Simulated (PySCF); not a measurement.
## Cl$_{2}$In, SMILES `[Cl][In][Cl]` (charge 0, multiplicity 2)

These are ωB97X-D3(BJ)/def2-TZVP // B3LYP-D3(BJ)/def2-TZVP (PySCF 2.14.0) values and carry that method's errors.

The highest occupied spin orbital comes out as -9.30 eV and the dipole moment comes out as 2.87 D. The total energy is -1110.7268 Ha and the cost is roughly 50 core-seconds.

```xyz
3

Cl     2.0661    -0.3786     0.0000
In    -0.0082     0.7993     0.0000
Cl    -2.0580    -0.4207     0.0000
```
Charge 0, spin multiplicity 2.
